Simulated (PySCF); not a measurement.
Isomers of C4H8SSi, one GFN2-xTB conformer each. Single-point energies are computed at PBE0/pcSseg-1 (PySCF, gas phase, no added dispersion term), electronic only.

Problem. Rank them by PBE0/pcSseg-1 energy, lowest first (kcal/mol).
A. `[CH2:1]=[CH:2][SiH:3]1[CH2:4][S:5][CH2:6]1` with C1–C2–Si3–C4 -133°
B. `[CH2:1]=[CH:2][C@@H:3]1[CH2:4][Si@@H:5]1[SH:6]` with C1–C2–C3–C4 19°, C4–Si5–S6–H -55°
C. `[CH3:1][CH2:2][C:3]#[C:4][SiH2:5][SH:6]` with C4–Si5–S6–H -54°

Solution. C (0.0), A (3.9), B (4.3).

As drawn, the lowest has a C≡C bond, which the highest lacks; the highest has a three-membered ring and a C=C bond outside aromatic rings, which the lowest lacks. Neighbours under 2.5 kcal/mol apart (C=C[SiH]1CSC1 and C=C[C@@H]1C[Si@@H]1S) can change places with a better method, another conformer or zero-point energy. GFN2-xTB itself gives, in the same order: 0.0, 27.2, 18.5. Both levels put the same isomer lowest; measured from each level's own lowest isomer, the values differ by up to 23.3 kcal/mol (C=C[SiH]1CSC1: 27.2 against 3.9).

Problem. Which frontier levels, dipoles and rotational constants go with these structures?

Solution. 
```json
{"SMILES": "CCC#C[SiH2]S", "HOMO (eV, PBE0/pcSseg-1)": "-7.20", "LUMO (eV)": "-0.35", "dipole (D)": "2.85", "A, B, C (MHz)": "4654, 860.8, 742.1"}
{"SMILES": "C=C[SiH]1CSC1", "HOMO (eV, PBE0/pcSseg-1)": "-6.18", "LUMO (eV)": "-0.96", "dipole (D)": "2.80", "A, B, C (MHz)": "6266, 1253, 1170"}
{"SMILES": "C=C[C@@H]1C[Si@@H]1S", "HOMO (eV, PBE0/pcSseg-1)": "-6.39", "LUMO (eV)": "-0.28", "dipole (D)": "1.60", "A, B, C (MHz)": "3085, 1952, 1388"}
```

Problem. As an exercise, what shares would exp(−E/RT) give at 2000 K from these electronic energies alone (no entropy, no degeneracies)?

Solution. RT = 3.974 kcal/mol: CCC#C[SiH2]S 58.4 %, C=C[SiH]1CSC1 22.0 %, C=C[C@@H]1C[Si@@H]1S 19.6 %.
